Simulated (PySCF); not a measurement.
**Electron correlation in Te (tellurium, neutral)**

[Kr] 4d10 5s2 5p3 5d1, high-spin 5D determinant (an excited configuration). All numbers are calculated (PySCF 2.14, scalar relativity through the core potential, in aug-cc-pVQZ-PP with one added diffuse shell each of s, p, d, f, g type with ECP28MDF (8s8p6d4f3g, 117 functions)). Frozen: 4s2 4p6 4d10; 6 electrons correlated.

MP2 pair energies summed by pair of shells (mhartree):

```json
{"pair": "5s-5p", "energy": "-44.77", "share (%)": "58.1"}
{"pair": "5p-5p", "energy": "-13.35", "share (%)": "17.3"}
{"pair": "5s-5s", "energy": "-8.67", "share (%)": "11.2"}
{"pair": "5p-5d", "energy": "-6.35", "share (%)": "8.2"}
{"pair": "5s-5d", "energy": "-3.92", "share (%)": "5.1"}
```

Total MP2 correlation energy: -77.06 mhartree.

Same-spin part -23.59 and opposite-spin part -53.47 mhartree; SCS-MP2 scales them by 1/3 and 6/5 to -72.03 mhartree.
